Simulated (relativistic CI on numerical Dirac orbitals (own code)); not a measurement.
## One change at a time: Ca12+

Base calculation: Dirac-Coulomb-Breit CI, KLI orbitals optimised for each configuration, a model potential for QED, unscaled Slater integrals.

CI space (outside the closed core 1s2): 2s2 2p4, 2s 2p5, 2p6, 2p5 3s, 2s2 2p3 3s, 2p5 3p, 2s2 2p3 3p, 2p5 3d, 2s2 2p3 3d, 2s 2p4 3s, 2s 2p4 3p, 2s 2p4 3d, 2s2 2p3 4s, 2s2 2p3 4p, 2s2 2p3 4d, 2s2 2p3 4f. Levels of other configurations are missing.

Variants: (1) P86 correlation estimate; (2) non-relativistic limit. Shifts of the energy above 2s2 2p4 3P_2, in eV, for the lowest level and the first level of each name with at least 55 % of one term (blank where a level changes its place among those of its configuration and J or its character, or is not in the variant):

| Level | Base | Δ(1) | Δ(2) |
| --- | --- | --- | --- |
| 2s2 2p4 3P_2 | 0.000 | 0.000 | 0.000 |
| 2s2 2p4 3P_1 | 3.017 | 0.000 | -3.017 |
| 2s2 2p4 3P_0 | 3.568 | 0.000 | -3.568 |
| 2s2 2p4 1D_2 | 11.249 | 0.000 | -1.935 |
| 2s2 2p4 1S_0 | 22.130 | +0.011 | -2.655 |
| 2s 2p5 3P°_2 | 77.434 | +0.282 | -4.017 |
| 2s 2p5 3P°_1 | 79.914 | +0.282 | -6.497 |
| 2s 2p5 3P°_0 | 81.377 | +0.282 | -7.960 |
| 2s 2p5 1P°_1 | 107.433 | +0.283 | -5.616 |
| 2p6 1S_0 | 182.380 | +0.507 | -8.996 |
| 2s2 2p3 3s 5S°_2 | 412.577 | +1.136 | -0.962 |
| 2s2 2p3 3s 3S°_1 | 417.713 | +1.134 | -0.905 |
| 2s2 2p3 3s 3D°_1 | 427.578 | +1.135 | -0.415 |
| 2s2 2p3 3s 3D°_2 | 427.672 | +1.135 | -0.510 |
| 2s2 2p3 3s 3D°_3 | 428.363 | +1.134 | -1.200 |
| 2s2 2p3 3s 1D°_2 | 430.512 | +1.134 | -0.755 |
| 2s2 2p3 3p 5P_1 | 432.611 | +1.262 | -1.365 |
| 2s2 2p3 3p 5P_2 | 432.832 | +1.262 | -1.586 |
| 2s2 2p3 3p 5P_3 | 433.368 | +1.262 | -2.122 |
| 2s2 2p3 3s 3P°_0 | 435.241 | +1.143 | -1.535 |
| 2s2 2p3 3s 3P°_1 | 435.598 | +1.143 | -1.892 |
| 2s2 2p3 3s 3P°_2 | 436.772 | +1.142 | -3.066 |

At this charge energies of transitions that change n are usually good to better than 1 %, and those within a shell (Δn = 0) to a few per cent.

Ionisation energy from the two ground configurations alone: base 726.339 eV; P86 correlation estimate 727.81 eV. The NIST ASD value (semi-empirical) is 728.6 eV.

LS names give the leading component of a level, which can be under half, so a name can repeat, a term be missing and a line seem to break the LS rules.
